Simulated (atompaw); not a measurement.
# u(r) = r·R(r): atom against pseudo-atom (technetium (Tc))

Columns: radius, all-electron u(r) and pseudo u(r) of the 5s shell (level -5.26 eV) of technetium in the configuration [Kr] 4d5 5s2 5p0; LDA (PW92), scalar-relativistic, PAW (atompaw) scheme, atompaw 4.2.0.5.

```json
{"r (bohr)": "0.115", "all-electron": "-0.1124", "pseudo": "0.0250"}
{"r (bohr)": "0.231", "all-electron": "0.1203", "pseudo": "0.0504"}
{"r (bohr)": "0.346", "all-electron": "0.1700", "pseudo": "0.0760"}
{"r (bohr)": "0.462", "all-electron": "0.0308", "pseudo": "0.1025"}
{"r (bohr)": "0.577", "all-electron": "-0.1362", "pseudo": "0.1295"}
{"r (bohr)": "0.692", "all-electron": "-0.2495", "pseudo": "0.1575"}
{"r (bohr)": "0.808", "all-electron": "-0.2901", "pseudo": "0.1867"}
{"r (bohr)": "0.923", "all-electron": "-0.2676", "pseudo": "0.2167"}
{"r (bohr)": "1.038", "all-electron": "-0.2017", "pseudo": "0.2479"}
{"r (bohr)": "1.154", "all-electron": "-0.1097", "pseudo": "0.2804"}
{"r (bohr)": "1.269", "all-electron": "-0.0075", "pseudo": "0.3135"}
{"r (bohr)": "1.385", "all-electron": "0.0963", "pseudo": "0.3476"}
{"r (bohr)": "1.500", "all-electron": "0.1938", "pseudo": "0.3818"}
{"r (bohr)": "1.615", "all-electron": "0.2822", "pseudo": "0.4160"}
{"r (bohr)": "1.731", "all-electron": "0.3602", "pseudo": "0.4499"}
{"r (bohr)": "1.846", "all-electron": "0.4260", "pseudo": "0.4823"}
{"r (bohr)": "1.962", "all-electron": "0.4810", "pseudo": "0.5132"}
{"r (bohr)": "2.077", "all-electron": "0.5249", "pseudo": "0.5412"}
{"r (bohr)": "2.192", "all-electron": "0.5592", "pseudo": "0.5658"}
{"r (bohr)": "2.308", "all-electron": "0.5849", "pseudo": "0.5865"}
{"r (bohr)": "2.423", "all-electron": "0.6026", "pseudo": "0.6023"}
{"r (bohr)": "2.538", "all-electron": "0.6137", "pseudo": "0.6131"}
{"r (bohr)": "2.654", "all-electron": "0.6189", "pseudo": "0.6186"}
{"r (bohr)": "2.769", "all-electron": "0.6192", "pseudo": "0.6191"}
{"r (bohr)": "2.885", "all-electron": "0.6152", "pseudo": "0.6152"}
{"r (bohr)": "3.000", "all-electron": "0.6077", "pseudo": "0.6077"}
```

Question: How many radial nodes do the two functions have?

Answer: The all-electron 5s function has n − l − 1 = 4 (the table is too coarse to show those close to the nucleus); the pseudo-wave has 0, since the states of the same l below it are removed with the core.

Question: Is the pseudo-wave norm-conserving?

Answer: No, it belongs to a PAW set: the norm inside the radius is not constrained, and the difference is carried by the augmentation charge.
